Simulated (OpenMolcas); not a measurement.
**A ladder of methods for C3H12AlN (SMILES C[N+](C)(C)[AlH3-])**

The species is C3H12AlN (17 atoms), meant as a singlet with charge 0. As SMILES, `C[N+](C)(C)[AlH3-]`. The shape is that of a PBE0-D4/def2-TZVP optimisation.

Quantity: the dipole moment, in D. The values are calculated.

```
                              level             kind     program  value (D)  CPU time
    HF/6-31G* (spherical functions)     Hartree–Fock  OpenMolcas       5.52      10 s
 SVWN5/6-31G* (spherical functions)              LDA  OpenMolcas       5.34      55 s
  BLYP/6-31G* (spherical functions)              GGA  OpenMolcas       5.36      67 s
   PBE/6-31G* (spherical functions)              GGA  OpenMolcas       5.36      67 s
 M06-L/6-31G* (spherical functions)         meta-GGA  OpenMolcas       5.24      82 s
 B3LYP/6-31G* (spherical functions)    global hybrid  OpenMolcas       5.39      67 s
M06-2X/6-31G* (spherical functions)  hybrid meta-GGA  OpenMolcas       5.41      82 s
```

The values span 5.24 to 5.52 D. Magnitudes only. CPU times are rough (shared hosts, several kinds of processor and program).
